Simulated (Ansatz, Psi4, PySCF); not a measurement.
Complex: CH4 (SMILES C) (first 5 atoms) with SO2 (SMILES O=S=O); geometry from B3LYP-D3(BJ)/def2-TZVP, rigid monomers moved along the line of their centres of mass till C1···S7 is 4.81 Å.
(charge 0, multiplicity 1):
```xyz
8

C     -0.00757     0.05998    -0.05706
H     -0.09634     1.05433     0.37837
H     -0.78962    -0.58606     0.33943
H     -0.11048     0.12919    -1.13877
H      0.97088    -0.35944     0.17915
O      0.19462     1.15514     4.84888
S      0.43612    -0.25749     4.72665
O     -0.68283    -1.15973     4.77845
```

Interaction energies are E(AB) − E(A) − E(B) at the monomers' geometry in the complex; basis-set methods are counterpoise corrected.

Frozen-core correlation.

Run with Ansatz (a quantum-chemistry and plane-wave program) with Gaussian orbitals; Psi4 for SAPT; PySCF for the dispersion terms. Each number belongs to the level named beside it.

Question: Estimate the interaction energy that r2SCAN-D3(BJ)/def2-TZVPPD returns for this input.

Answer: -0.3 kcal/mol
